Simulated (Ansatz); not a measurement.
Computed with Ansatz.

A structure relaxed at PBE0-D4/def2-TZVP, charge 0, multiplicity 1:

| atom | x (Å) | y (Å) | z (Å) |
| --- | --- | --- | --- |
| O1 | 0.793 | 1.003 | 1.469 |
| Sb2 | 1.510 | -0.589 | 0.512 |
| Si3 | -0.388 | -0.515 | -1.254 |
| Se4 | -2.103 | 0.647 | -0.322 |
| H5 | 1.488 | 1.653 | 1.602 |
| H6 | 0.589 | -1.684 | 1.450 |
| H7 | -0.832 | -1.893 | -1.595 |
| H8 | 0.109 | 0.119 | -2.506 |
| H9 | -1.165 | 1.259 | 0.644 |

Task: Give its formula and SMILES.

Result: H5OSbSeSi, `[OH][SbH][SiH2][SeH]`.

Task: Summarise the bond lengths by kind.

Result: 1 × O–Sb 1.991 Å; 1 × H–O 0.961 Å; 1 × Sb–Si 2.594 Å; 1 × H–Sb 1.711 Å; 1 × Se–Si 2.272 Å; 2 × H–Si 1.487 to 1.489 Å; 1 × H–Se 1.479 Å.
